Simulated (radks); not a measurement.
Results of a calculation; reference values are marked as such.
Q: The mean radii <r> (bohr) of the occupied orbitals of an atom or ion are listed with their occupations. Code: a radial shooting solver on a logarithmic mesh with Libxc functionals. Model: scalar-relativistic Kohn-Sham, PBE, spin-polarised, spherical densities, point nucleus.

| orbital | occ. | <r> |
|---|---|---|
| 1s down | 1 | 0.03263 |
| 1s up | 1 | 0.03263 |
| 2s up | 1 | 0.1419 |
| 2s down | 1 | 0.1419 |
| 2p up | 3 | 0.1237 |
| 2p down | 3 | 0.1237 |
| 3s up | 1 | 0.3907 |
| 3s down | 1 | 0.3906 |
| 3p up | 3 | 0.3905 |
| 3p down | 3 | 0.3904 |
| 3d up | 5 | 0.3704 |
| 3d down | 5 | 0.3703 |
| 4s up | 1 | 0.9788 |
| 4s down | 1 | 0.9764 |
| 4p up | 3 | 1.076 |
| 4p down | 3 | 1.074 |
| 4d up | 5 | 1.436 |
| 4d down | 2 | 1.457 |

Name the element and its charge. Open shells, if any, are filled with parallel spins first.

A: Z = 45, rhodium, charge +2: Rh2+ in [Kr] 4d7. The 1s radius gives Z: for a bare nucleus <r> = (2 gamma + 1)/(2Z) with gamma = sqrt(1 - (Z/c)^2), 0.0321 bohr for Z = 45, and screening makes it slightly larger (0.03263 here). The occupations add up to 43, and the charge is Z minus that.
